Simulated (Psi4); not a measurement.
Internal rotation in SMILES COC[SiH2]C#N (C3H7NOSi). Scanned: dihedral O2–C3–Si4–C5; all other coordinates were relaxed at GFN2-xTB. Points at φ and −φ are mirror images. Heavy atoms are numbered in the order of the SMILES COC[SiH2]C#N, hydrogens after them in the order of the atoms that carry them; the mirror image has the same energies with the sign of each dihedral reversed.

- PBE/def2-TZVP // GFN2-xTB (Psi4)
- PBE-D3(BJ)/def2-TZVP // GFN2-xTB (Psi4)
- M06-2X/def2-TZVP // GFN2-xTB (Psi4)
- MP2/cc-pVTZ = Psi4 1.11 with DF-MP2 (frozen core)/cc-pVTZ // GFN2-xTB

Energies relative to the lowest point of each profile, in kcal/mol; the last columns give the difference from MP2:

| φ / ° | PBE/def2-TZVP | PBE-D3(BJ)/def2-TZVP | M06-2X/def2-TZVP | MP2/cc-pVTZ | PBE/def2-TZVP − MP2/cc-pVTZ | PBE-D3(BJ)/def2-TZVP − MP2/cc-pVTZ | M06-2X/def2-TZVP − MP2/cc-pVTZ |
|---|---|---|---|---|---|---|---|
| -150 | 0.8 | 0.8 | 0.9 | 1.0 | -0.2 | -0.2 | -0.1 |
| -120 | 1.8 | 1.8 | 2.0 | 2.1 | -0.3 | -0.3 | -0.1 |
| -90 | 1.1 | 1.1 | 1.2 | 1.2 | -0.1 | -0.1 | 0.1 |
| -60 | 0.6 | 0.5 | 0.6 | 0.3 | 0.3 | 0.1 | 0.2 |
| -30 | 1.8 | 1.7 | 1.9 | 1.7 | 0.2 | 0.0 | 0.2 |
| 0 | 2.9 | 2.8 | 3.1 | 3.0 | 0.0 | -0.2 | 0.1 |
| 30 | 1.8 | 1.7 | 1.9 | 1.7 | 0.2 | 0.0 | 0.2 |
| 60 | 0.6 | 0.5 | 0.6 | 0.3 | 0.3 | 0.1 | 0.2 |
| 90 | 1.1 | 1.1 | 1.2 | 1.2 | -0.1 | -0.1 | 0.1 |
| 120 | 1.8 | 1.8 | 2.0 | 2.1 | -0.3 | -0.3 | -0.1 |
| 150 | 0.8 | 0.8 | 0.9 | 1.0 | -0.2 | -0.2 | -0.1 |
| 180 | 0.0 | 0.0 | 0.0 | 0.0 | 0.0 | 0.0 | 0.0 |

PBE/def2-TZVP is furthest from MP2/cc-pVTZ at -120 (-0.3 kcal/mol, below); its mean absolute difference over the points is 0.2 kcal/mol.

PBE-D3(BJ)/def2-TZVP is furthest from MP2/cc-pVTZ at -120 (-0.3 kcal/mol, below); its mean absolute difference over the points is 0.1 kcal/mol.

M06-2X/def2-TZVP is furthest from MP2/cc-pVTZ at -30 (0.2 kcal/mol, above); its mean absolute difference over the points is 0.1 kcal/mol.
